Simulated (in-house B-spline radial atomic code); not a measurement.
Radial electron density of neutral ruthenium, [Kr] 4d7 5s1. All numbers are computed (non-relativistic r2SCAN, spin-polarised, spherical fractional occupations; point nucleus, inside a hard spherical wall at 5.04 bohr) with an all-electron radial atomic-structure program (B-spline basis), not measured.

Columns: r (bohr), 4πr²n(r) (electrons per bohr), bar.

```
 0.00149    1.457 #
 0.00182    2.112 #
 0.00222    3.034 ##
  0.0027    4.302 ###
  0.0033    6.096 ####
 0.00402    8.492 #####
  0.0049    11.68 ########
 0.00598    15.82 ##########
 0.00728    20.92 ##############
 0.00888    27.06 ##################
  0.0108    33.86 ######################
  0.0132    41.07 ###########################
  0.0161    47.61 ###############################
  0.0196    52.45 ##################################
  0.0239    54.69 ###################################
  0.0292    53.86 ###################################
  0.0356    50.76 #################################
  0.0433    47.64 ###############################
  0.0528    47.34 ###############################
  0.0644    51.92 ##################################
  0.0785    60.24 #######################################
  0.0958    67.57 ############################################
   0.117    68.01 ############################################
   0.142    60.31 #######################################
   0.174    49.42 ################################
   0.212    44.96 #############################
   0.258    49.13 ################################
   0.314    54.05 ###################################
   0.383     49.5 ################################
   0.467    34.97 #######################
    0.57    20.14 #############
   0.695    13.48 #########
   0.847    13.65 #########
    1.03    14.11 #########
    1.26     11.6 ########
    1.53    7.755 #####
    1.87    4.508 ###
    2.28    2.597 ##
    2.78    1.502 #
    3.39   0.7488 
    4.13   0.2149 
    4.99 0.0006184
```

On this grid the curve has 4 maxima, near 0.0239, 0.117, 0.314, 1.03 bohr.

The 4d down radial function P(r) = rR(r), positive near the nucleus:

```
r (bohr)          P
  0.0132   0.001187
  0.0196   0.003546
  0.0292    0.01025
  0.0433    0.02752
  0.0644    0.06827
  0.0958     0.1494
   0.142     0.2722
   0.212     0.3847
   0.314     0.3475
   0.467    0.03748
   0.695    -0.4542
    1.03    -0.7916
    1.53    -0.7591
    2.28    -0.5022
    3.39    -0.2379
    4.99  -0.006283
```
